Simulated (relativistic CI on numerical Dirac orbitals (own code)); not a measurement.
**Hyperfine structure of In¹⁶⁺, mass number 115**

Calculated at this level of theory: Dirac-Coulomb-Breit CI, separate exchange-only KLI orbitals for each configuration, QED by a radiative potential, unscaled Slater integrals (own radial code, finite nucleus).

Configuration list (outside the closed core [Ar] 3d10): 4s2 4p3, 4s 4p4, 4p5, 4s2 4p2 4d, 4s 4p3 4d, 4s2 4p2 4f, 4s 4p3 4f, 4p4 4d, 4s 4p2 4d2, 4s2 4p 4d 4f, 4s2 4p2 5s, 4s2 4p 4d2, 4s2 4d3, 4s 4p 4d3, 4s2 4d2 4f, 4s 4p 4d2 4f, 4s2 4d2 5s, 4p3 4d2, 4p2 4d3, 4p2 4d2 4f, 4p2 4d2 5s. Double excitations out of closed p, d and f shells are left out; levels of such configurations are missing from the list, as are those of other unlisted configurations, and high levels can miss mixing partners.

Nuclear spin I = 9/2, μ = 5.5326 μN, Q = 0.772 b (tables of Stone and Pyykkö). The electronic factors are computed for point nuclear moments, without core polarisation or the Bohr-Weisskopf and QED corrections.

```csv
Level,E (cm⁻¹),A (GHz),B (GHz)
4s2 4p3 2D°_3/2,57464,3.167,7.99
4s2 4p3 2D°_5/2,76935,22.72,-0.0208
4s2 4p3 2P°_1/2,106868,68.29,
4s2 4p3 2P°_3/2,160627,11.96,-14.8
4s 4p4 4P_5/2,370251,52.77,9.27
4s 4p4 4P_3/2,410550,23.48,-10.2
4s 4p4 4P_1/2,416963,145.9,
4s 4p4 2D_3/2,462693,1.049,-13.8
```

Levels with J = 0, under 50 % of one LS term, or S terms without an open s electron are left out. Small factors come from cancelling terms and can be off by tens of per cent or more.

At this charge energies of transitions that change n are usually good to better than 1 %, and those within a shell (Δn = 0) to a few per cent.

Task: Give the hyperfine levels of 4s2 4p3 2P°_1/2 relative to its centre of gravity.

Result: With K = F(F + 1) − I(I + 1) − J(J + 1), E = AK/2: F = 4: -187.8, F = 5: 153.7 GHz.

LS names give the leading component of a level, which can be under half, so a name can repeat, a term be missing and a line seem to break the LS rules.
